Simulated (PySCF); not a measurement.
C₂H₆ClGa (SMILES [CH3][Ga]([CH3])[Cl]), singlet, geometry from GFN2-xTB (such geometries of metal compounds can be far from the true shape); R2SCAN/3-21G run with PySCF.

PySCF was given this input:
```python
from pyscf import gto, scf, dft

mol = gto.M(
    atom='''
Ga   -0.23882611    0.10083400   -0.14092768
C    -1.80146295   -1.21572828   -0.23393842
H    -1.48974737   -2.11234972   -0.77670352
H    -2.67761150   -0.79304802   -0.72665403
H    -2.07741138   -1.52198383    0.77883123
C    -0.06504875    2.00184560   -0.87573406
H     0.73235088    2.03166984   -1.62340480
H     0.21697965    2.67872738   -0.06457972
H    -0.98796556    2.36112255   -1.33204575
Cl    1.46388735   -0.61686449    0.86890290
''',
    basis='3-21g',
    verbose=4,
)

mf = dft.RKS(mol)
mf.xc = 'r2scan'
mf.DIIS = scf.EDIIS
mf.kernel()
```

Predict the main parts of the log of this PySCF run.


```
PySCF version 2.14.0

[INPUT] verbose = 4
[INPUT] num. atoms = 10
[INPUT] num. electrons = 66
[INPUT] charge = 0
[INPUT] spin (= nelec alpha-beta = 2S) = 0
[INPUT] symmetry False subgroup None
[INPUT] Mole.unit = angstrom
[INPUT] Symbol           X                Y                Z      unit          X                Y                Z       unit  Magmom
[...]
nuclear repulsion = 340.705462127527
number of shells = 39
number of NR pGTOs = 129
number of NR cGTOs = 65
basis = 3-21g
ecp = {}

******** <class 'pyscf.dft.rks.RKS'> ********
method = RKS
initial guess = minao
damping factor = 0
level_shift factor = 0
DIIS = <class 'pyscf.scf.diis.EDIIS'>
diis_start_cycle = 1
diis_space = 8
diis_damp = 0
SCF conv_tol = 1e-09
SCF conv_tol_grad = None
SCF max_cycles = 50
direct_scf = True
direct_scf_tol = 1e-13
XC library pyscf.dft.libxc version 7.1.2
    S. Lehtola, C. Steigemann, M. J. T. Oliveira, and M. A. L. Marques,  SoftwareX 7, 1–5 (2018)
XC functionals = r2scan
    J. W. Furness, A. D. Kaplan, J. Ning, J. P. Perdew, and J. Sun,  J. Phys. Chem. Lett. 11, 8208–8215 (2020)
    J. W. Furness, A. D. Kaplan, J. Ning, J. P. Perdew, and J. Sun,  J. Phys. Chem. Lett. 11, 9248–9248 (2020)
    J. W. Furness, A. D. Kaplan, J. Ning, J. P. Perdew, and J. Sun,  J. Phys. Chem. Lett. 11, 8208–8215 (2020)
    J. W. Furness, A. D. Kaplan, J. Ning, J. P. Perdew, and J. Sun,  J. Phys. Chem. Lett. 11, 9248–9248 (2020)
radial grids:
    Treutler-Ahlrichs [JCP 102, 346 (1995); DOI:10.1063/1.469408] (M4) radial grids

becke partition: Becke, JCP 88, 2547 (1988); DOI:10.1063/1.454033
pruning grids: <function nwchem_prune>
grids dens level: 3
symmetrized grids: False
atomic radii adjust function: <function treutler_atomic_radii_adjust>
small_rho_cutoff = 0
Set gradient conv threshold to 3.16228e-05
Initial guess from minao.
tot grids = 126872
init E= -2450.63185089357
[...]
cycle= 1 E= -2452.59388224185  delta_E= -1.96  |g|= 0.495  |ddm|= 2.65
[...]
cycle= 2 E= -2452.5554613827  delta_E= 0.0384  |g|= 0.612  |ddm|= 1.12
[...]
cycle= 3 E= -2452.66174532794  delta_E= -0.106  |g|= 0.0519  |ddm|= 0.674
[...]
cycle= 4 E= -2452.66174532669  delta_E= 1.26e-09  |g|= 0.0519  |ddm|= 4.39e-08
[...]
cycle= 5 E= -2452.66174532612  delta_E= 5.65e-10  |g|= 0.0519  |ddm|= 2.02e-08
[...]
cycle= 6 E= -2452.66174532643  delta_E= -3.1e-10  |g|= 0.0519  |ddm|= 1.15e-08
[...]
cycle= 7 E= -2452.66174532795  delta_E= -1.52e-09  |g|= 0.0519  |ddm|= 5.31e-08
[...]
[...]
[...]
cycle= 23 E= -2452.66247302063  delta_E= -1.21e-10  |g|= 0.0154  |ddm|= 1.47e-08
[...]
cycle= 24 E= -2452.6624730208  delta_E= -1.76e-10  |g|= 0.0154  |ddm|= 2.51e-08
[...]
cycle= 25 E= -2452.66247302106  delta_E= -2.56e-10  |g|= 0.0154  |ddm|= 2.89e-08
[...]
cycle= 26 E= -2452.66247302213  delta_E= -1.07e-09  |g|= 0.0154  |ddm|= 1.37e-07
[...]
cycle= 27 E= -2452.66240191541  delta_E= 7.11e-05  |g|= 0.0215  |ddm|= 0.0315
[...]
cycle= 28 E= -2452.66244709516  delta_E= -4.52e-05  |g|= 0.0185  |ddm|= 0.0402
[...]
cycle= 29 E= -2452.66253804156  delta_E= -9.09e-05  |g|= 0.00307  |ddm|= 0.018
[...]
cycle= 30 E= -2452.66253804177  delta_E= -2.02e-10  |g|= 0.00307  |ddm|= 1.79e-07
[...]
cycle= 31 E= -2452.66253804176  delta_E= 7.73e-12  |g|= 0.00307  |ddm|= 2.55e-08
[...]
cycle= 32 E= -2452.66253804211  delta_E= -3.52e-10  |g|= 0.00307  |ddm|= 2.38e-07
[...]
cycle= 33 E= -2452.66253804172  delta_E= 3.94e-10  |g|= 0.00307  |ddm|= 2.65e-07
[...]
cycle= 34 E= -2452.66253804155  delta_E= 1.7e-10  |g|= 0.00307  |ddm|= 1.18e-07
[...]
cycle= 35 E= -2452.66250568756  delta_E= 3.24e-05  |g|= 0.0107  |ddm|= 0.00948
[...]
cycle= 36 E= -2452.6625108709  delta_E= -5.18e-06  |g|= 0.00986  |ddm|= 0.0237
[...]
cycle= 37 E= -2452.66252540801  delta_E= -1.45e-05  |g|= 0.00757  |ddm|= 0.016
[...]
cycle= 38 E= -2452.66254019684  delta_E= -1.48e-05  |g|= 0.00177  |ddm|= 0.00557
[...]
cycle= 39 E= -2452.66254012448  delta_E= 7.24e-08  |g|= 0.00184  |ddm|= 7.06e-05
[...]
cycle= 40 E= -2452.6625400859  delta_E= 3.86e-08  |g|= 0.00188  |ddm|= 4.28e-05
[...]
cycle= 41 E= -2452.66254006885  delta_E= 1.71e-08  |g|= 0.0019  |ddm|= 3.42e-05
[...]
cycle= 42 E= -2452.66254005684  delta_E= 1.2e-08  |g|= 0.00191  |ddm|= 2.63e-05
[...]
cycle= 43 E= -2452.66254006388  delta_E= -7.04e-09  |g|= 0.0019  |ddm|= 7.12e-06
[...]
cycle= 44 E= -2452.66252759932  delta_E= 1.25e-05  |g|= 0.00655  |ddm|= 0.00988
[...]
cycle= 45 E= -2452.66253579094  delta_E= -8.19e-06  |g|= 0.00415  |ddm|= 0.0124
[...]
cycle= 46 E= -2452.66253936985  delta_E= -3.58e-06  |g|= 0.00245  |ddm|= 0.00532
[...]
cycle= 47 E= -2452.66253948407  delta_E= -1.14e-07  |g|= 0.00236  |ddm|= 8.52e-05
[...]
cycle= 48 E= -2452.66253990068  delta_E= -4.17e-07  |g|= 0.00201  |ddm|= 0.000415
[...]
cycle= 49 E= -2452.66253960245  delta_E= 2.98e-07  |g|= 0.00227  |ddm|= 0.000319
[...]
cycle= 50 E= -2452.66253966928  delta_E= -6.68e-08  |g|= 0.00222  |ddm|= 6.34e-05
SCF not converged.
SCF energy = -2452.66253966928
```

The run did not converge; its last values are not results.
